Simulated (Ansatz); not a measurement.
`CN(C)[SiH]` + `O[SiH3]` → `[SiH]O[SiH3]` + `CNC` at 500 K and 1 bar (ligand exchange at the Si–N bond).

Isolated molecules relaxed with PBE0-D4/def2-TZVP in Ansatz; ΔE leaves out vibrations. CCSD(T)/CBS is the MP2 limit (def2-TZVPP, def2-QZVPP) plus CCSD(T) − MP2 in def2-TZVPP, frozen cores.

```tsv
species	CCSD(T)/CBS energy (Eh)	H − E (kJ/mol)	S (J/(mol·K))
`CN(C)[SiH]`	-424.06348	276.3	360.7
`O[SiH3]`	-366.69042	127.5	292.9
`[SiH]O[SiH3]`	-655.75389	130.2	352.5
`CNC`	-135.00321	273.8	313.8
```

H − E and S are ideal-gas, rigid-rotor, harmonic terms from PBE0-D4/def2-TZVP. 1 Eh = 2625.50 kJ/mol, R = 8.31446 J/(mol·K).

Problem. By hand: ΔE, ΔH, ΔS and ΔG.

Solution. ΔE = (-655.75389) + (-135.00321) − (-424.06348) − (-366.69042) = -0.00320 Eh = -8.4 kJ/mol. Δ(H − E) = 130.2 + 273.8 − 276.3 − 127.5 = 0.2, so ΔH = -8.2 kJ/mol. ΔS = 352.5 + 313.8 − 360.7 − 292.9 = 12.7 J/(mol·K). ΔG = -8.2 − 500 × (12.7)/1000 = -14.5 kJ/mol.

Problem. By hand: the equilibrium constant, and the temperature at which ΔG would vanish if ΔH and ΔS stayed fixed.

Solution. log₁₀ K = −ΔG/(RT ln 10) = 1.5. ΔH and −TΔS have one sign here, so there is no such temperature.

TΔS isn't small against ΔH here. A doubt of 5 kJ/mol in ΔE shifts log₁₀ K by 0.5 here. These are equilibria of isolated gas molecules and say nothing of rates. Largest T1 diagnostic: 0.015 (customary marks: 0.02 for closed shells, 0.045 for open ones).
